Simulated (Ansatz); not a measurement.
Total energies of Ga2S3 from Ansatz at PBE-D4/def2-TZVP, gas phase (1 Eh = 27.2114 eV = 2625.5 kJ/mol). The reference geometry is relaxed at B3LYP-D4/def2-SVP.

```tsv
atom	x (Å)	y (Å)	z (Å)
Ga1	-0.320	-1.413	-0.831
Ga2	0.549	1.134	1.097
S3	0.301	3.138	1.241
S4	0.858	-1.048	0.997
S5	-1.388	-1.811	-2.504
```

```json
{"state": "charge 0 singlet", "geometry": "reference", "energy (Eh)": "-5043.37552"}
{"state": "charge 1 doublet", "geometry": "reference", "energy (Eh)": "-5043.05470"}
{"state": "charge 1 doublet", "geometry": "relaxed at B3LYP-D4/def2-SVP", "energy (Eh)": "-5043.05597"}
{"state": "charge 0 triplet", "geometry": "relaxed at B3LYP-D4/def2-SVP", "energy (Eh)": "-5043.36680"}
{"state": "charge 0 quintet", "geometry": "relaxed at B3LYP-D4/def2-SVP", "energy (Eh)": "-5043.27250"}
{"state": "free Ga atom (doublet)", "geometry": "–", "energy (Eh)": "-1924.51515"}
{"state": "free S atom (triplet)", "geometry": "–", "energy (Eh)": "-397.93833"}
```

Q: Work out the vertical ionisation energy to the doublet.

A: E(charge 1 doublet) − E(charge 0 singlet) = -5043.05470 − (-5043.37552) = 0.32082 Eh = 8.73 eV. For comparison, −ε of the highest occupied level is 6.41 eV at this level, 2.32 eV less.

Q: How much does the charge 1 doublet relax, and what is the adiabatic ionisation energy?

A: Relaxation: -5043.05470 − (-5043.05597) = 0.00127 Eh = 0.03 eV. Adiabatic ionisation energy: 0.31955 Eh = 8.70 eV, without zero-point energy. 

Q: Which of the charge 0 states is lowest, and how far above it are the others?

A: The singlet. triplet: -5043.36680 − (-5043.37552) = 0.00872 Eh = 22.9 kJ/mol; quintet: -5043.27250 − (-5043.37552) = 0.10302 Eh = 270.5 kJ/mol. The triplet differs in its bonds from the reference. The quintet differs in its bonds from the reference.

Q: What is the binding energy per atom against free atoms?

A: Atoms: 2 × (-1924.51515) + 3 × (-397.93833) = -5042.84529 Eh. Binding: -5042.84529 − (-5043.37552) = 0.53023 Eh = 14.43 eV, or 2.89 eV for each of 5 atoms (no zero-point energy, no counterpoise term).

The structure comes from a short search, and lower isomers may exist.
